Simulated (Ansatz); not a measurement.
Geometry optimisation, RKS B3LYP-D4/6-31G* (Ansatz 0.2.0).

Input:

```yaml
crystal:
  periodic: [false, false, false]
  atoms:
    - { symbol: B, position_ang: [-0.3428, 1.2018, -0.7104] }
    - { symbol: C, position_ang: [-0.0831, -0.2799, -0.5162] }
    - { symbol: C, position_ang: [0.3414, -0.7737, 0.8139] }
    - { symbol: S, position_ang: [-0.3578, -1.1993, -1.5539] }
    - { symbol: H, position_ang: [-0.8207, 1.638, -1.7666] }
    - { symbol: H, position_ang: [-0.1918, 2.032, 0.1506] }
    - { symbol: H, position_ang: [-0.4837, -1.01, 1.4598] }
    - { symbol: H, position_ang: [1.0208, 0.0151, 1.3373] }
    - { symbol: H, position_ang: [-0.2629, -2.46855, -2.0872] }
basis:
  gaussian: { orbitals: "6-31G*" }
hamiltonian:
  xc: b3lyp
  dispersion: d4
relax:
  f_tol: 0.02
  max_steps: 50
```

Launched with:

```bash
$ ansatz run input.yaml --threads 1 --pin off --max-ram 2048MiB --backend cpu --events-out ev --progress --plain --runs-dir out
```

Where does it end, and by what steps?

It converged. After 11 steps the energy has fallen by 6.475 eV; H7 moved furthest, 1.14 Å. The start is strongly strained (largest force component 18 eV/Å).

```
step  energy less start (eV)  largest force component (eV/Å)  accepted
   0                  0.0000                          17.916       yes
   1                 -3.2671                           9.586       yes
   2                 -5.3335                           2.336       yes
   3                 -5.9086                           1.603       yes
   4                 -6.2277                           0.980       yes
   5                 -6.4048                           0.476       yes
   6                 -6.4549                           0.319       yes
   7                 -6.4709                           0.205       yes
   8                 -6.4735                           0.110       yes
   9                 -6.4745                           0.036       yes
  10                 -6.4745                           0.028        no
  11                 -6.4746                           0.006       yes
```

```xyz
9
Properties=species:S:1:pos:R:3
B -0.288 1.345 -0.752
C -0.183 -0.174 -0.497
C 0.197 -0.626 0.717
S -0.590 -1.235 -1.875
H -0.629 1.781 -1.811
H -0.021 2.092 0.142
H 0.290 -1.682 0.970
H 0.430 0.083 1.505
H -0.387 -2.429 -1.273
```

Whether the end is a true minimum wasn't checked by a vibrational analysis.

Time of the run: 38 s on 1 thread of Intel(R) Xeon(R) Platinum 8375C CPU @ 2.90GHz (Ice Lake), on a shared host, peak memory 0.16 GiB.
